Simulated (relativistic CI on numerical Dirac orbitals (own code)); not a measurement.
**The 5d ions of charge 6+**

Calculated at this level of theory: Dirac-Coulomb-Breit CI, separate exchange-only KLI orbitals for each configuration, QED by a radiative potential, valence Slater integrals scaled by 0.75 (own radial code, finite nucleus).

Each species is treated in one configuration, given outside its closed core, with all valence electrons in the open shell. Radial values are for the open shell of highest l, unscaled and averaged over j; ζ includes the Breit term. Labels give the leading LS character, summed over repeated terms.

| Ion | Configuration | Its lowest level | LS weight (%) | ζ (cm⁻¹) | ⟨r⟩ (bohr) | ⟨r²⟩ (bohr²) | Next level | E (cm⁻¹) |
| --- | --- | --- | --- | --- | --- | --- | --- | --- |
| Re6+ | 5d | 2D_3/2 | 100 | 4125 | 1.478 | 2.473 | 2D_5/2 | 10343 |
| Os6+ | 5d2 | 3F_2 | 87 | 4693 | 1.431 | 2.318 | 3F_3 | 9749.5 |
| Ir6+ | 5d3 | 4F_3/2 | 78 | 5306 | 1.386 | 2.175 | 4F_5/2 | 7876.7 |
| Pt6+ | 5d4 | 5D_0 | 53 | 5964 | 1.343 | 2.044 | 5D_1 | 7662.1 |
| Au6+ | 5d5 | 6S_5/2 | 69 | 6669 | 1.303 | 1.925 | J = 5/2 (mixed) | 15393 |
| Hg6+ | 5d6 | 5D_4 | 66 | 7423 | 1.265 | 1.815 | J = 2 (mixed) | 6598.2 |
